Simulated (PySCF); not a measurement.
## How the method moves the HOMO and LUMO of `C=C(F)[SiH2]N`

C2H6FNSi.
Z-matrix (Å and degrees, PBE0-D3(BJ)/def2-SVP geometry), rows numbered from 1:
```
C 
C   1  1.3322
F   2  1.3469  1  120.20
Si  2  1.8881  1  125.21  3   179.90
N   4  1.7269  2  108.58  1   -10.74
H   1  1.0913  2  118.65  3   179.33
H   1  1.0937  2  121.81  3    -0.30
H   4  1.4976  2  106.36  1  -136.01
H   4  1.4928  2  110.61  1   106.45
H   5  1.0130  4  121.57  2   -72.85
H   5  1.0124  4  119.91  2   138.90
```

Basis pcSseg-2 throughout (PySCF), one geometry. Isolated species at its PBE0-D3(BJ)/def2-SVP geometry (one conformer only).

Problem. How do the orbital energies, the gap and the dipole change with the method?

Solution. 
| method | kind | HOMO (eV) | LUMO (eV) | gap (eV) | μ (D) | SCF cycles |
| --- | --- | --- | --- | --- | --- | --- |
| BLYP | GGA | -6.15 | -1.16 | 4.99 | 2.49 | 16 |
| OPBE | GGA | -6.20 | -1.15 | 5.04 | 2.44 | 16 |
| B97-D | GGA | -6.25 | -1.17 | 5.08 | 2.48 | 15 |
| PBE | GGA | -6.26 | -1.28 | 4.98 | 2.47 | 15 |
| KT2 | GGA | -6.33 | -1.28 | 5.05 | 2.46 | 15 |
| KT3 | GGA | -6.33 | -1.25 | 5.08 | 2.45 | 16 |
| BP86 | GGA | -6.37 | -1.35 | 5.02 | 2.47 | 16 |
| LDA | LDA | -6.41 | -1.49 | 4.91 | 2.54 | 15 |
| B97-2 | global hybrid | -7.27 | -0.37 | 6.91 | 2.55 | 14 |
| B3LYP | global hybrid | -7.32 | -0.58 | 6.74 | 2.58 | 14 |
| PBE0 | global hybrid | -7.54 | -0.35 | 7.19 | 2.57 | 14 |
| mPW1PW91 | global hybrid | -7.56 | -0.35 | 7.21 | 2.58 | 14 |
| BHandHLYP | global hybrid | -8.60 | 0.55 | 9.14 | 2.68 | 12 |
| CAM-B3LYP | range-separated hybrid | -8.89 | 0.67 | 9.55 | 2.63 | 13 |
| wB97X-D | range-separated hybrid | -9.39 | 1.45 | 10.84 | 2.60 | 14 |
| HF | Hartree–Fock | -10.15 | 2.44 | 12.59 | 2.78 | 11 |
| LC-wPBE | range-separated hybrid | -10.26 | 1.84 | 12.10 | 2.63 | 14 |

The HOMO spans 4.11 eV, from BLYP down to LC-wPBE, and the gap runs from 4.91 eV (LDA) to 12.59 eV (HF). Over the methods BLYP (0 %), OPBE (0 %), B97-D (0 %), PBE (0 %), KT2 (0 %), KT3 (0 %), BP86 (0 %), LDA (0 %), B97-2 (21 %), B3LYP (20 %), PBE0 (25 %), mPW1PW91 (25 %), BHandHLYP (50 %), HF (100 %), a straight line through the gap against the share of exact exchange rises by 0.77 eV for each 10 % (correlation coefficient 0.998). The dipole ranges from 2.44 D (OPBE) to 2.78 D (HF). This basis has no diffuse functions.
